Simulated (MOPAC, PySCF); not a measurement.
[W(=O)(Cl)4], neutral singlet in the gas phase. 

Cartesian coordinates (Å):
```xyz
6

W     -0.0084     0.0004    -0.0034
O      1.4988    -0.5653     0.5222
Cl    -0.7619    -1.6813    -1.4085
Cl     0.4999     1.1982    -1.9208
Cl    -1.4831    -0.8380     1.5751
Cl    -0.2238     2.0454     1.0653
```
Charge 0, spin multiplicity 1.

All levels are single points at this geometry (TPSS-D3(BJ)/def2-SVP); Pople sets use spherical d functions. Orbital energies aren't observables, and empty levels follow the basis.

B3LYP/6-31G* (LANL2DZ on W) in PySCF gives HOMO (eV) = -8.90.

**Question.** Estimate the HOMO (eV) from each of these levels: B3LYP-D3(BJ)/def2-TZVP in PySCF; TPSSh-D3(BJ)/def2-TZVP in PySCF; B3LYP/6-311+G** (LANL2DZ on W) in PySCF; M06-2X/6-31G* (LANL2DZ on W) in PySCF; PBE/6-31G* (LANL2DZ on W) in PySCF; SVWN5/6-31G* (LANL2DZ on W) in PySCF; HF/6-31G* (LANL2DZ on W) in PySCF; PM7 in MOPAC.

**Answer.** 
```tsv
level	HOMO (eV)
B3LYP-D3(BJ)/def2-TZVP in PySCF	-8.75
TPSSh-D3(BJ)/def2-TZVP in PySCF	-8.33
B3LYP/6-311+G** (LANL2DZ on W) in PySCF	-8.93
M06-2X/6-31G* (LANL2DZ on W) in PySCF	-10.51
PBE/6-31G* (LANL2DZ on W) in PySCF	-7.83
SVWN5/6-31G* (LANL2DZ on W) in PySCF	-7.96
HF/6-31G* (LANL2DZ on W) in PySCF	-12.50
PM7 in MOPAC	-11.84
```
